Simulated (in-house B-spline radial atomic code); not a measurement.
RPA and G0W0 for Mg5+, [He] 2s2 2p3, highest spin, as one setting changes: the share of exact exchange in the PBE hybrid start. A dash marks a level of low quasi-particle weight. Computed with an all-electron radial atomic-structure program (B-spline basis): all electrons, non-relativistic, point nucleus, each spin shell either full or empty, empty states to l = 9 with an (l + 1/2)⁻⁴ tail; G0W0 by contour deformation at full frequency.

```tsv
share of exact exchange in the PBE hybrid start	mean-field level (eV)	G0W0 level (eV)	RPA correlation (Eh)
0	-168.76	2p up -186.46	-0.38048
0.1	-170.80	2p up -186.61	-0.37381
0.2	-172.83	2p up -186.73	-0.36769
0.3	?	?	?
0.4	-176.91	2p up -186.95	-0.35669
0.5	?	?	?
0.6	-181.00	2p up -187.12	-0.34699
0.7	-183.04	2p up -187.19	-0.34252
0.8	-185.08	2p up -187.26	-0.33827
0.9	-187.13	2p up -187.31	-0.33421
1	-189.18	2p up -187.37	-0.33032
```

**Question.** What belongs in the row for 0.3?

**Answer.** mean-field level (eV): -174.87; G0W0 level (eV): 2p up -186.85; RPA correlation (Eh): -0.362.

**Question.** What belongs in the row for 0.5?

**Answer.** mean-field level (eV): -178.95; G0W0 level (eV): 2p up -187.04; RPA correlation (Eh): -0.3517.

**Question.** At what share of exact exchange does G0W0 leave the highest level unchanged?

**Answer.** Near 0.91, where the shift changes sign (-0.184 eV at 0.9, +1.810 eV at 1).
